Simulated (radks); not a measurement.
The numbers below are computed, except where a source is named.
Problem. These are the eigenvalues of the occupied orbitals of an atom or ion with whole-number occupations (hartree). Code: a radial shooting solver on a logarithmic mesh with Libxc functionals. Model: scalar-relativistic Kohn-Sham, PBEsol, spin-unpolarised, spherical densities, finite nucleus; Fermi nuclear charge, rms radius of each element as measured or else 0.836 A^(1/3) + 0.57 fm.

| orbital | eigenvalue |
|---|---|
| 1s | -301.5016 |
| 2s | -36.04573 |
| 2p | -31.02265 |
| 3s | -4.07096 |
| 3p | -2.61857 |
| 3d | -0.32710 |
| 4s | -0.20810 |

Which element is it, and in what charge state? The configuration may be excited.

Solution. Z = 28, nickel, charge 0: Ni in [Ar] 3d8 4s2. The list shows which subshells hold electrons but not how many an open one holds; the 1s level, -301.5 hartree, gives Z - s = 24.6 by -(Z - s)^2/2, which with screening and relativity narrows Z to a few neighbours, and the depths of the outer levels then fix element, charge and occupations together.
